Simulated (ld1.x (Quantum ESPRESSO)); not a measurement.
## copper (Cu), ultrasoft: configuration errors across variants

ld1.x (Quantum ESPRESSO) 7.5 input, shortened:

```
&input
   title='Cu', zed=29., rel=1, dft='PBE', iswitch=3,
   config='[Ar] 3d10 4s0 4p0'
 /
 &inputp
   pseudotype=3, tm=.true., lloc=-2, rcloc=2.80,
   nlcc=.true., new_core_ps=.true., rcore=1.30,
   which_augfun='PSQ', rmatch_augfun_nc=.true.
 /
6
4S  1  0   0.00   0.00  1.90  2.45  0.0
4S  1  0   0.00   1.60  1.90  2.45  0.0
4P  2  1   0.00   0.00  2.80  3.00  0.0
4P  2  1   0.00   2.95  2.80  3.00  0.0
3D  3  2  10.00   0.00  0.95  1.30  0.0
3D  3  2   0.00   3.45  0.95  1.30  0.0
 &test
   configts(1)='3d10 4s0 4p0'
 /
```

All-electron excitation energies from the reference (eV): (1) 3d10 4s1 4p0 -8.148; (2) 3d9 4s0 4p0 21.332; (3) 3d9 4s1 4p1 -1.337; (4) 3d9 4s1 4p0 3.430; (5) 3d10 4s0 4p1 -4.011; (6) 3d10 4s0.5 4p0 -4.986.

Tests that are not counted but printed errors over 1 eV. “base”: 3d8 4s0 4p0 (solver errors, printed error -922 eV). “waves 4s (bound): rcut 1.90, rcutus 2.36 bohr; 4s channel at 1.6 Ry: rcut 1.90, rcutus 2.36 bohr”: 3d8 4s0 4p0 (solver errors, printed error -922 eV). “wave 4s channel at 1.6 Ry: rcut 1.90, rcutus 2.45 bohr becomes 4s channel at -0.49 Ry: rcut 1.90, rcutus 2.45 bohr”: 3d8 4s0 4p0 (solver errors, printed error -922 eV). “waves 4p (bound): rcut 2.80, rcutus 2.96 bohr; 4p channel at 2.95 Ry: rcut 2.80, rcutus 2.96 bohr”: 3d8 4s0 4p0 (solver errors, printed error -922 eV).

1 further variants failed, have other tests or another functional or relativity, and are left out.

Errors AE − PS in meV (a dash: test not solved or not reliable):

```tsv
change	(1)	(2)	(3)	(4)	(5)	(6)	bound ghosts
base	-13	-95	-120	-109	-2.8	-3.9	none
waves 4s (bound): rcut 1.90, rcutus 2.36 bohr; 4s channel at 1.6 Ry: rcut 1.90, rcutus 2.36 bohr	-12	-95	-117	-106	-2.8	-3.6	none
augmentation built from norm-conserving waves at rcut, not smoothed further	–	–	–	–	–	–	not determined
local potential all-electron potential smoothed inside 1.52 bohr (lloc = -2)	-10	-82	-118	-106	-2.5	-3.0	none
type TM; waves now 4s (bound): rc 2.45 bohr; 3d (bound): rc 1.30 bohr; 4p (bound): rc 3.00 bohr; local potential the p channel	-14	-362	-379	-344	-3.3	–	none
all radii but the core radius scaled by about 1.41 (s 3.46, p 4.24, d 1.84 bohr, rcut 2.68/3.96/1.34); local potential all-electron potential smoothed inside 3.96 bohr (lloc = -2)	-38	-174	-105	-141	-15	-12	none
wave 4s channel at 1.6 Ry: rcut 1.90, rcutus 2.45 bohr becomes 4s channel at -0.49 Ry: rcut 1.90, rcutus 2.45 bohr	-13	-95	-119	-108	-2.8	-3.9	none
waves 4p (bound): rcut 2.80, rcutus 2.96 bohr; 4p channel at 2.95 Ry: rcut 2.80, rcutus 2.96 bohr	-13	-95	-113	-109	-2.7	-3.9	none
```

Problem. Give the same row for: core correction Bessel-smoothed model core inside 1.16 bohr.

Solution. -13, -98, -124, -113, -2.9, -4.0; bound ghosts: none. Not counted: 3d8 4s0 4p0 (solver errors, printed error -925 eV).
